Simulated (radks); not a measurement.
Results of a calculation; reference values are marked as such.
The nitrogen anion N2-, [He] 2s2 2p5, held by a Watson sphere: a shell of charge +2 at radius R that stands for the Madelung well of a crystal (potential energy -2/R inside, -2/r outside, in hartree with lengths in bohr). Level of theory: non-relativistic Kohn-Sham, PBEsol, spin-polarised, spherical densities, point nucleus; open shells are filled with parallel spins first (a radial shooting solver on a logarithmic mesh with Libxc functionals). Response by self-consistent Sternheimer equations with the Hartree and adiabatic LDA kernel. The sphere does not respond.

R (bohr)	e(2s down) (eV)	e(2p up) (eV)	e(2p down) (eV)	<r> 2p (bohr)	sum of <r^2> (bohr^2)	X-ray form factor at sin(theta)/lambda = 0.3 1/angstrom	alpha (bohr^3)
1.96	-17.652	-7.631	-6.619	1.712	23.25	3.286	16.95
2.11	-17.083	-7.193	-6.204	1.762	24.48	3.246	19.54
2.74	-15.152	-5.617	-4.693	1.972	29.69	3.174	35.31
2.82	-14.956	-5.448	-4.529	1.999	30.37	3.171	38.04
3.3	-13.964	-4.573	-3.668	2.171	34.59	3.168	59.44
